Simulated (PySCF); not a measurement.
## Working out the ionisation energy of Cu⁺

Cu⁺ [Ar] 3d10 (1S) → Cu²⁺ [Ar] 3d9 (2D). Computed with PySCF 2.14 in aug-cc-pVDZ-DK (7s6p4d2f, 59 functions), with the spin-free X2C one-electron Hamiltonian (Gaussian nucleus). Frozen: [Ar]. Energies in hartree (1 hartree = 27.21139 eV):

```json
{"part": "UHF", "Cu⁺ (lower)": "-1652.906512", "Cu²⁺ (upper)": "-1652.275260"}
{"part": "MP2 opposite-spin", "Cu⁺ (lower)": "-0.265394", "Cu²⁺ (upper)": "-0.184611"}
{"part": "MP2 same-spin", "Cu⁺ (lower)": "-0.159758", "Cu²⁺ (upper)": "-0.111362"}
```

**Question.** What does Hartree-Fock give?

**Answer.** (-1652.275260) − (-1652.906512) = 0.631252 hartree = 17.177 eV.

**Question.** What do MP2 and SCS-MP2 (6/5 opposite-spin, 1/3 same-spin) give?

**Answer.** The opposite-spin parts differ by 2.198 eV and the same-spin parts by 1.317 eV. MP2: 17.177 + (2.198) + (1.317) = 20.692 eV. SCS-MP2: 17.177 + 1.2 × (2.198) + (1.317)/3 = 20.254 eV.

Reference: 20.292 eV (measured; NIST Atomic Spectra Database, ionization energies), between the lowest levels; spin-orbit coupling is absent from the calculation.

A double-zeta basis recovers only part of the correlation energy.

What remains against the reference includes basis incompleteness, the frozen core and correlation beyond second order.
